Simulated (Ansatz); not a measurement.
`[SiH3][SnH]([Cl])[I]` → `[Cl][SnH2][I]` + `[SiH2]` at 400 K and 1 bar (silylene loss).

Gas-phase electronic energies from Ansatz, PBE0-D4/def2-TZVP geometries. CCSD(T)/CBS adds triple-zeta CCSD(T) − MP2 to the extrapolated MP2 energy (def2 sets, frozen cores). This one scheme is used for every species. Elements past krypton have def2 core potentials. For I, Sn outer-core shells are correlated without core-valence functions, which leaves a few kJ/mol of doubt a bond.

```json
{"species": "`[SiH3][SnH]([Cl])[I]`", "CCSD(T)/CBS energy (Eh)": "-1262.81979", "H − E (kJ/mol)": "124.1", "S (J/(mol·K))": "443.4"}
{"species": "`[Cl][SnH2][I]`", "CCSD(T)/CBS energy (Eh)": "-972.52417", "H − E (kJ/mol)": "65.2", "S (J/(mol·K))": "363.1"}
{"species": "`[SiH2]`", "CCSD(T)/CBS energy (Eh)": "-290.19011", "H − E (kJ/mol)": "44.2", "S (J/(mol·K))": "218.1"}
```

H − E and S are ideal-gas, rigid-rotor, harmonic terms from PBE0-D4/def2-TZVP, for one conformer and one mirror image of each species. 1 Eh = 2625.50 kJ/mol, R = 8.31446 J/(mol·K).

**Question.** By hand: ΔE, ΔH, ΔS and ΔG.

**Answer.** ΔE = (-972.52417) + (-290.19011) − (-1262.81979) = 0.10551 Eh = 277.0 kJ/mol. Δ(H − E) = 65.2 + 44.2 − 124.1 = -14.7, so ΔH = 262.3 kJ/mol. ΔS = 363.1 + 218.1 − 443.4 = 137.8 J/(mol·K). ΔG = 262.3 − 400 × (137.8)/1000 = 207.2 kJ/mol.

**Question.** By hand: the equilibrium constant, and the temperature at which ΔG would vanish if ΔH and ΔS stayed fixed.

**Answer.** log₁₀ K = −ΔG/(RT ln 10) = -27.1. ΔG = 0 at ΔH/ΔS = 1903 K.

The number of gas molecules changes by +1, which sets the sign of ΔS. A doubt of 5 kJ/mol in ΔE shifts log₁₀ K by 0.7 here. Other conformers and mirror images would add mixing entropy, several J/(mol·K) or more a flexible species. Modes under 60 cm⁻¹, often nearly free rotors, make the harmonic entropy too high. These are equilibria of isolated gas molecules and say nothing of rates. Largest T1 diagnostic: 0.014 (customary marks: 0.02 for closed shells, 0.045 for open ones).
